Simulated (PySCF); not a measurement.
## Potential energy of AlI along the bond

Set-up: basis Al def2-SVP, I def2-SVP with ECP28; scalar-relativistic core potentials; PySCF 2.14. Energies in eV from Al + I in their ground configurations at the same level. State: ¹Σ⁺ (singlet), closed shell.

All columns are PBE0. A positive dipole means Al(−)I(+).

```tsv
R (Å)	E (eV)	μ (D)	Mulliken charge on Al (basis-dependent)	HOMO (eV)	LUMO (eV)	Mayer bond order	⟨S²⟩
2.199	-3.105	0.56	0.12	-6.18	-1.49	1.29	0.00
2.301	-3.563	-0.10	0.19	-6.37	-1.63	1.22	0.00
2.404	-3.810	-0.78	0.25	-6.55	-1.76	1.16	0.00
2.480	-3.896	-1.30	0.29	-6.67	-1.87	1.12	0.00
2.557	-3.918	-1.82	0.33	-6.77	-1.97	1.08	0.00
2.634	-3.892	-2.34	0.36	-6.86	-2.07	1.05	0.00
2.736	-3.803	-3.02	0.39	-6.94	-2.20	1.01	0.00
2.864	-3.633	-3.85	0.42	-6.99	-2.36	0.97	0.00
3.017	-3.380	-4.81	0.45	-6.76	-2.55	0.93	0.00
3.222	-3.012	-6.01	0.47	-6.44	-2.78	0.89	0.00
```

A fit through these points gives, at Re = 2.551 Å, μ = -1.78 D and dμ/dR = -6.77 D/Å; the reduced mass is 22.25 u.

**Question.** How strong is the fundamental in the double-harmonic approximation, I = 42.26·(dμ/dR)²/μred km/mol?

**Answer.** I = 42.26·(-6.77)²/22.25 = 87.1 km/mol at PBE0.

Spin–orbit coupling is left out, which matters for elements this heavy, above all for dissociation energies.
